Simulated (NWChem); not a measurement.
Species: HfHSF3; SMILES [F][Hf]([SH])([F])[F]

```xyz
6

Hf    -0.0171     0.2181     0.0001
F      0.9309     0.8421     1.5274
F     -1.8337     0.7774     0.0073
F      0.9186     0.8452    -1.5336
S     -0.0155    -2.2249    -0.0012
H      1.3382    -2.2877     0.0032
```
Atoms are numbered in this order, from 1.

Results from NWChem. All runs use the structure optimised with PBE0/def2-SVP. No frequency run checked for a minimum. def2 effective core potentials on Hf; no spin-orbit coupling. Level B3LYP/def2-SVP: single points from the atomic guess with DIIS by default; each run changes one setting, and all converged runs end within 0.3 mHa of each other. cgmin counts macro-iterations, each dearer than a DIIS step.

### Question
Which setting needs the most SCF iterations, or fails (core-Hamiltonian guess; defaults; occupation smearing of 0.005 Ha; DIIS on 20 Fock matrices; DIIS on 3 Fock matrices; quadratically convergent solver (cgmin))?

### Answer
core-Hamiltonian guess, with 13 against 10 for the defaults.
```tsv
setting	SCF iterations
defaults	10
occupation smearing of 0.005 Ha	10
core-Hamiltonian guess	13
DIIS on 20 Fock matrices	9
quadratically convergent solver (cgmin)	5
DIIS on 3 Fock matrices	9
```
